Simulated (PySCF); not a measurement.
Constitutional and geometric isomers with formula C2H4S3. All species are isolated molecules in the gas phase. One relaxed conformer stands for each flexible species; it need not be the lowest. Strings in code marks are SMILES.

The S1–T1 gap (TDA) from two functionals at the same geometries (PBE0-D3(BJ)/def2-TZVP), both in PySCF: PBE-D3(BJ)/def2-TZVP and ωB97X-D3(BJ)/def2-TZVP. Excitations are Tamm–Dancoff values on a coarser integration grid. The basis has no diffuse functions, so Rydberg states are missing or too high.

| species | PBE-D3(BJ)/def2-TZVP (eV) | ωB97X-D3(BJ)/def2-TZVP (eV) |
|---|---|---|
| `C=C(S)SS` | 0.38 | 1.07 |
| `S(CC=S)S` | 0.53 | 0.49 |
| `S/C=C/SS` | 0.81 | 1.15 |
| `C(S)(=CS)S` | 0.59 | 1.34 |

Over these rows, drawn at random from the members with no instability flagged (it was tested for open shells, ions and some series alone), PBE minus ωB97X-D3(BJ): mean -0.44 eV, from -0.75 eV to +0.04 eV.
